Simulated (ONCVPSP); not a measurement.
## Logarithmic derivatives: holmium, ONCV

- Element: Ho
- Generator: ONCVPSP 4.0.1
- Type: optimised norm-conserving Vanderbilt (ONCV)
- Functional: PBEsol
- Relativity: scalar-relativistic
- Frozen core: [Kr] 4d10 5s2
- Valence charge: 19
- Reference configuration: 4f10.5 5p6 5d0.5 6s2
- Partial waves: 6s: rc 3.65 bohr, ncon 4, nbas 9, qcut 2 1/bohr, 3 projectors, debl 3.7 Ha; 5p: rc 2.15 bohr, ncon 5, nbas 9, qcut 7.1 1/bohr, 2 projectors, debl 2.6 Ha; 5d: rc 2.95 bohr, ncon 4, nbas 9, qcut 6.1 1/bohr, 3 projectors, debl 1 Ha; 4f: rc 0.75 bohr, ncon 3, nbas 8, qcut 19.6 1/bohr, 1 projector
- Local potential: polynomial inside 0.65 bohr (lpopt 5, dvloc0 0 Ha)
- Core correction: polynomial model core, fcfact 0.4

The phase is arctan(r·R′/R) of the radial function R(r), unwrapped; energies in Ha, scanned from -3 to 5 Ha. A pole is an energy at which the radial function vanishes at the test radius. The pseudo phase is shifted by a multiple of π to meet the all-electron one at the reference energy, and phase errors are pseudo minus all-electron; the curves can meet again beyond the range given. Levels narrower than the energy grid can be missing from the lists of poles. Where the grid stepped over a known ghost or core level, its pole and its step of π were put in at the level’s energy.

```tsv
channel	radius (bohr)	reference energy (Ha)	poles, all-electron	poles, pseudo	unbroken range about the reference energy with phases within 0.05 rad	phase error 1 Ha above the reference energy (rad)
s	3.70	-0.15	-1.93, 0.33, 2.53	0.36, 2.54	-1.9 to 0.7	+0.084
p	2.18	-1.01	-0.61, 4.76	-0.61, 4.73	the whole range	-0.000
d	3.00	-0.06	0.27, 2.77	0.27, 2.77	below 4.4	+0.000
f	0.76	-0.23	4.71	4.99	the whole range	+0.001
```

Note: ghosts flagged at negative energy: s at -593.0 eV, p at -258.0 eV; GHOST(+) flagged for s at 43.1 eV, s at 207.7 eV, d at 331.4 eV. A true bound ghost makes a file unfit for plane-wave use.

Phases in the s channel:

```tsv
E (Ha)	all-electron	pseudo
-2.98	4.580	1.441
-2.76	4.574	1.434
-2.54	4.566	1.427
-2.32	4.557	1.418
-2.10	4.545	1.408
-1.88	1.400	1.395
-1.66	1.377	1.379
-1.44	1.355	1.358
-1.22	1.324	1.328
-1.00	1.277	1.282
-0.78	1.194	1.202
-0.56	1.003	1.015
-0.34	0.266	0.281
-0.12	-1.069	-1.069
0.10	-1.427	-1.421
0.32	-1.568	-1.554
0.54	-1.668	-1.642
0.76	-1.789	-1.732
0.98	-2.058	-1.882
1.20	-3.304	-2.396
1.42	-4.294	-4.010
1.64	-4.506	-4.428
1.86	-4.593	-4.567
2.08	-4.645	-4.633
2.30	-4.681	-4.676
2.52	-4.712	-4.709
2.74	-4.740	-4.739
2.96	-4.771	-4.771
3.18	-4.810	-4.811
3.40	-4.871	-4.871
3.62	-4.999	-4.999
3.84	-5.514	-5.529
4.06	-7.213	-7.249
4.28	-7.594	-7.610
4.50	-7.702	-7.714
4.72	-7.754	-7.764
4.94	-7.786	-7.796
```
